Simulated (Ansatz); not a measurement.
Reaction (SMILES): N[SiH][SiH2]N -> N[SiH-][SiH2]N (an electron is taken up)
Structures are relaxed separately at B3LYP-D3(BJ)/def2-TZVP in Ansatz (an electronic-structure program), one conformer each, not searched for the lowest. Frequencies are from Ansatz.
Geometry of the first species:
```xyz
11

N      2.0955     0.3472     0.2764
Si     0.9547    -0.6717    -0.5318
Si    -1.1854    -0.2805     0.3297
N     -1.5295     1.3759    -0.0542
H      1.9019     1.3280     0.4059
H      3.0842     0.1527     0.2814
H      1.4493    -2.0686    -0.3628
H     -2.1118    -1.2913    -0.2593
H     -1.3107    -0.3812     1.8073
H     -2.2894     1.8474     0.4131
H     -1.4562     1.6829    -1.0125
```
Charge 0, spin multiplicity 2.

Wanted: adiabatic electron affinity (0 K, with B3LYP-D3(BJ) harmonic zero-point energies), positive where the reaction releases energy, in eV. Cores are frozen in the correlated levels unless marked. UHF or UKS for open shells. Spin-orbit coupling is left out. No relativistic terms. Anions need diffuse functions: aug- sets have them; def2-D sets add few; the other sets have none. Basis-set limits of correlation are two-point, X^-3; Hartree-Fock from the larger set. [CCSD(T)-MP2]/basis is that difference in the basis named.

RI-MP2/CBS(aug-cc-pV(T+d)Z,aug-cc-pV(Q+d)Z)+[CCSD(T)-MP2]/aug-cc-pV(T+d)Z (Ansatz) gives 1.31 eV.

Another calculation gave 1.04 eV. Which level was it?
A. SVWN5/def2-TZVPD (Ansatz)
B. BHLYP/def2-TZVPD (Ansatz)
C. LC-wPBE/def2-TZVPD (Ansatz)
D. wB97X-V/def2-TZVPD (Ansatz)

C, LC-wPBE/def2-TZVPD (Ansatz). The others give 1.15 (wB97X-V), 0.92 (BHLYP), 1.36 (SVWN5) eV.
